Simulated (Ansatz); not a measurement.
A structure relaxed at r2SCAN-D4/def2-SVPD in Ansatz, charge -1, doublet:

```xyz
6

Au   -2.332   -1.251   -2.057
Au    1.849   -0.105    1.709
Au    3.770   -0.394    3.452
Au   -0.050    0.272   -0.057
Si   -2.405    0.791   -0.664
Si   -0.831    0.686   -2.383
```

Q: Give its formula and point group.

A: the cluster Si2Au4⁻. Point group Cs (tolerance 0.1 Å).

Q: Summarise the bond lengths by kind (pairs closer than 1.2 times the sum of covalent radii, bridged metal pairs left out).

A: 4 × Au–Si 2.47 to 2.49 Å; 2 × Au–Au 2.61 to 2.62 Å; 1 × Si–Si 2.33 Å.

In the def2 sets Au takes a core potential; there is no spin–orbit coupling. Another isomer (doublet) lies 0.58 eV lower at PBE0-D4/def2-TZVPD; other spin states weren't run for this one.
